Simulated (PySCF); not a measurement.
Si(Cl)(I)2(Me) (CH₃ClI₂Si), SMILES C[Si](Cl)(I)I.

The structure is a stationary point at PBE0-D3(BJ)/def2-SVP. The def2 effective core potentials stand for the cores of I; spin–orbit coupling is left out.

Two levels are set side by side: TDDFT-PBE/def2-SVPD (PySCF) and TDDFT-CAM-B3LYP/def2-SVPD (PySCF). Vertical, same geometry. The lowest singlet is HOMO→LUMO 94 % with PBE and HOMO→LUMO 92 % with the other functional; states are paired by order. Differences are taken from unrounded values.

```tsv
quantity	TDDFT-CAM-B3LYP	TDDFT-PBE	TDDFT-PBE minus TDDFT-CAM-B3LYP
lowest singlet excitation (eV)	4.98	4.31	-0.67
lowest triplet excitation (TDA) (eV)	4.51	3.95	-0.56
```

A lower first singlet is the usual sign of a functional without exact exchange. Differences between two approximate levels are no errors against the true value.

Rough cost on one machine, each run with all the roots and properties that it gave: TDDFT-CAM-B3LYP against TDDFT-PBE about 7 times.
